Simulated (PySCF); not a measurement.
## Working out the ionisation energy of Mo⁶⁺

Mo⁶⁺ [Kr] (1S) → Mo⁷⁺ [Ar] 3d10 4s2 4p5 (2P). Calculation: PySCF 2.14, in an uncontracted even-tempered set (22 s from 0.14 bohr⁻², ratio 2.5; 15 p from 0.18 bohr⁻², ratio 2.5; 10 d from 0.33 bohr⁻², ratio 2.5; 5 f from 2.7 bohr⁻², ratio 2.7; 5 g from 4 bohr⁻², ratio 2.7); scalar relativity by spin-free X2C-1e. Frozen: [Ne]; the 40 highest virtual orbitals dropped. Energies in hartree (1 hartree = 27.21139 eV):

```csv
part,Mo⁶⁺ (lower),Mo⁷⁺ (upper)
UHF,-4038.561587,-4033.958871
MP2 opposite-spin,-0.781614,-0.753748
MP2 same-spin,-0.392289,-0.374540
```

Problem. What does Hartree-Fock give?

Solution. (-4033.958871) − (-4038.561587) = 4.602716 hartree = 125.246 eV.

Problem. What do MP2 and SCS-MP2 (6/5 opposite-spin, 1/3 same-spin) give?

Solution. The opposite-spin parts differ by 0.758 eV and the same-spin parts by 0.483 eV. MP2: 125.246 + (0.758) + (0.483) = 126.487 eV. SCS-MP2: 125.246 + 1.2 × (0.758) + (0.483)/3 = 126.317 eV.

A first-order spin-orbit estimate adds -0.898 eV to MP2 (outer shells), giving 125.589 eV against 125.64 eV (semi-empirical (NIST evaluation); NIST Atomic Spectra Database, ionization energies).

What remains against the reference includes basis incompleteness, the frozen core and correlation beyond second order.
